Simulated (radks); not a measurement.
The oxygen anion O-, [He] 2s2 2p5, held by a Watson sphere: a shell of charge +1 at radius R that stands for the Madelung well of a crystal (potential energy -1/R inside, -1/r outside, in hartree with lengths in bohr). Method: scalar-relativistic Kohn-Sham, LDA (Slater exchange, Perdew-Wang correlation), spin-polarised, spherical densities, point nucleus; open shells are filled with parallel spins first; computed with a radial shooting solver on a logarithmic mesh with Libxc functionals. Response by self-consistent Sternheimer equations with the Hartree and adiabatic LDA kernel, the relativistic mass of each level held fixed and spin-orbit coupling left out. The sphere does not respond.

R (bohr)  e(2s down) (eV)  e(2p up) (eV)  e(2p down) (eV)  <r> 2p (bohr)  sum of <r^2> (bohr^2)  X-ray form factor at sin(theta)/lambda = 0.2 1/angstrom  alpha (bohr^3)
1.78              -22.351         -9.248           -7.994          1.392                  15.88                                                    5.916           9.007
2.02              -21.634         -8.643           -7.405          1.426                  16.57                                                    5.857           10.35
2.05              -21.549         -8.569           -7.334          1.430                  16.65                                                    5.850           10.53
2.55              -20.291         -7.443           -6.226          1.489                  17.87                                                    5.773           13.76
2.74              -19.884         -7.064           -5.850          1.508                  18.27                                                    5.754           15.12
3.01              -19.362         -6.571           -5.358          1.533                  18.79                                                    5.734           17.15
3.06              -19.272         -6.485           -5.272          1.537                  18.88                                                    5.731           17.53
